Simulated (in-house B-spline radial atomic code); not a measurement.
Values are calculated unless marked as measured or tabulated.
Ba in an electron gas of r_s = 2.07: phase shifts, screening, friction and resistivity

A nucleus sits in a uniform electron gas with a rigid positive background. The Kohn-Sham equations are solved self-consistently in the spin-unpolarised LDA (PW92), non-relativistic, on B-splines with outgoing waves at the boundary and partial waves to l = 8. The model has no lattice, no bands and no magnetic solution. Atomic units; δ_l are the phase shifts at the Fermi level, counted so that each bound state adds π, and good to about 0.0005. Heavy atoms are models without relativity.

The density parameter is r_s = 2.07 bohr, near that of the valence electrons of Al (3 per atom, density 2.7 g/cm³, mass 26.98 u, which gives r_s = 2.07).

| l | δ_l (rad) |
| --- | --- |
| 0 | 14.0166 |
| 1 | 11.5398 |
| 2 | 7.5030 |
| 3 | 0.2371 |
| 4 | 0.0132 |
| 5 | 0.0024 |
| 6 | 0.0004 |
| 7 | 0.0001 |
| 8 | 0.0000 |

Bound levels below the band bottom (hartree): s -7.627, p -5.87, d -2.809, s -0.6079, p -0.1821 and deeper ones.

Q: Check the Friedel sum rule, and say where the screening charge sits.

A: k_F = (9π/4)^(1/3)/r_s = 0.92713. The rule is Z = (2/π) Σ (2l + 1) δ_l. The terms are s 8.923, p 22.039, d 23.883, f 1.057 and 0.097 beyond, in all 55.999 against Z = 56. Bound states hold 10 s, 24 p, 20 d electrons, so the scattering states carry 2.00 in all; where a term is smaller than its bound count, the bound level has drawn weight out of the band.

Q: Find the transport cross section and the electronic stopping of a 5 keV Ba ion (mass 137.33 u).

A: σ_tr = (4π/k_F²) Σ (l + 1) sin²(δ_l − δ_(l+1)). The terms for l = 0 to 3 are 0.3806, 1.2179, 2.0767, 0.1972, all together 3.8729, so σ_tr = 14.619 × 3.8729 = 56.620 bohr². With n = 3/(4π r_s³) = 0.02692, the friction coefficient is Q = n k_F σ_tr = 1.4129. For v well below v_F = 0.927, dE/dx = Q v; with 24801 eV per u at v = 1, v = √(5000/(24801 × 137.33)) = 0.0383, so dE/dx = 0.05413 hartree/bohr = 27.8 eV/nm. The largest term couples the d and f waves.

Q: What residual resistivity would 1 atomic per cent of such centres give in Al?

A: Δρ = k_F n_i σ_tr/n in atomic units of 21.74 μΩ·cm. With one host atom per 3 electrons, n_i/n = 0.01/3, so Δρ = 0.9271 × 0.00333 × 56.620 × 21.74 = 3.80 μΩ·cm. This is an atom added to the gas, as on an interstitial site.

Q: On a substitutional site the background of one host ion, a sphere holding 3 charges, is taken out. The phase shifts for l = 0 to 4 become 13.8419, 11.3945, 6.9220, 0.0839, 0.0031. What follows?

A: The Friedel sum is now 53.01, for Z − 3 = 53. The sum in σ_tr is 3.1553, so σ_tr = 46.13 bohr² and Δρ = 3.10 μΩ·cm per atomic per cent, 0.81 times the value above. A real host ion scatters too, so this model doesn't give zero even for the host's own atom.
